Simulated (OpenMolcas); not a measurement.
**Tc4+: ligand-field states by method**

Tc4+ with 6 ligands (fluoride) in octahedral coordination (Oh) at 1.96 Å. A charge of +0.333 e stands 2.6 Å behind each ligand. Ligand basis ANO-RCC-VTZP.
```
Tc    0.0000    0.0000    0.0000
F     1.9600    0.0000    0.0000
F     0.0000    1.9600    0.0000
F    -1.9600    0.0000    0.0000
F     0.0000   -1.9600    0.0000
F     0.0000    0.0000    1.9600
F     0.0000    0.0000   -1.9600
```

```json
{"Program": "OpenMolcas 26.06", "Basis": "ANO-RCC-VTZP [7s6p4d2f1g]", "Scalar Hamiltonian": "DKH2, point nucleus", "Active space": "3 electrons in 5 orbitals (4d)", "State averaging": "2S+1 = 4 even, 10 roots; 2S+1 = 2 even, 40 roots", "Spin-orbit coupling": "RASSI with atomic mean-field integrals over the reference wave functions"}
```

I. CASSCF
II. SS-CASPT2, IPEA 0.25 Eh, imaginary shift 0.1 Eh (closed shells correlated: 4s 4p and the ligand valence shells)

Spin-free states (labels of O, the rotations of Oh) in cm-1, each column counted from its own energy of the first state listed:

```
   State  Degeneracy      I     II
     4A2           1      0      0
      2E           2  15485  11060
     2T1           3  16124  11130
     2T2           3  24220  18260
     4T2           3  28079  29490
     4T1           3  36333  35520
     2A1           1  40390  36870
2S+1 = 2           3  42336  39190
2S+1 = 2           3  43108  39630
      2E           2  44946  40490
     2T1           3  48319  43330
     2T2           3  53463  46940
     2A2           1  55468  47270
     4T1           3  59219  60820
      2E           2  66128  57180
```

From I to II, I's first state of the same spin (4T2) moves from 28079 to 29490 cm-1, by about +1400 cm-1.

From I to II, I's first state of another spin (2E) moves from 15485 to 11060 cm-1, by about -4400 cm-1.

I: A least-squares ligand-field fit to the states below 45000 cm-1, each weighted by its degeneracy and with a free common offset, gives 10Dq = 27470 cm-1, B = 789 cm-1 and C = 3031 cm-1 (C/B = 3.84), with an rms deviation of 214 cm-1. The same method and metal basis give the free ion B = 902 cm-1 (fit to its terms below 60000 cm-1, rms deviation 26 cm-1), so the nephelauxetic ratio is β = 789 / 902 = 0.87; it hangs on how both fits weigh the states, and computed free-ion B values tend to be too large, so β mixes covalency with correlation.

χT at 300 K: I 1.76, II 1.76 cm3 K/mol.

Roots that are degenerate in the reference are averaged as groups; the widest CASPT2 spread within a group is 180 cm-1 (the 3-fold group of multiplicity 2 near 68300 cm-1 above the lowest state of its run, II). Shifts and gaps below about the spread of the groups concerned are not significant. Over all roots computed the reference weight is 0.68 to 0.69 in II; a low but even weight reflects the number of correlated electrons. The least metal-like active orbital is 74 % on the metal (Löwdin) and no ligand orbital is active, so the numbers are rough. Ligand-to-metal charge-transfer states are missing. With no ligand orbital active B as a rule stays too high, so bands that hang on it stand too high and its fall with covalency is understated. Without dynamic correlation the repulsion within the d shell is too large (B by tens of per cent), so at a given field states of lower spin stand too high (holds for I). With metal d orbitals alone the field can be off either way by tens of per cent (holds for I). With one d shell and no ligand orbital active, 10Dq can be off by a tenth or more (holds for II). No measured value stands beside these numbers; the geometry was imposed, not optimised, and the real ion may take another.
